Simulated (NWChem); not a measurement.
Molecule: C2H4ClFSi; SMILES C=C[SiH](F)Cl

```xyz
9

Si     0.3503    -0.0696     0.3424
F      1.9259    -0.3690     0.1100
Cl    -0.6664    -1.6890    -0.4172
C     -0.1486     1.4725    -0.5409
C     -0.6144     2.5335     0.1291
H      0.1082     0.0287     1.8017
H     -0.0710     1.5212    -1.6342
H     -0.7143     2.5321     1.2210
H     -0.9204     3.4551    -0.3781
```
Atoms are numbered in this order, from 1.

Level: PBE0/def2-SVP (NWChem), optimised geometry, unscaled harmonic frequencies. 

```csv
frequency (cm⁻¹),IR intensity (km/mol)
74,0.0
169,2.1
204,5.1
238,11.1
353,8.4
531,13.3
579,91.2
734,65.7
816,217.9
830,24.9
923,210.9
1007,35.1
1010,14.4
1037,11.1
1271,4.6
1422,26.0
1687,17.5
2293,93.5
3143,6.7
3178,0.1
3240,2.8
```

```
Quantity                                                                            Value
-----------------------------------------------------------------------  ----------------
zero-point energy                                                           35.4 kcal/mol
thermal correction to the enthalpy at 298.15 K (with zero-point energy)     40.0 kcal/mol
heat capacity Cv                                                         21.1 cal/(mol K)
entropy at 298.15 K and 1 atm (symmetry number 1)                        81.2 cal/(mol K)
dipole moment                                                                      2.48 D
```

Rigid rotor and harmonic oscillator; modes under 100 cm⁻¹ make the entropy uncertain.
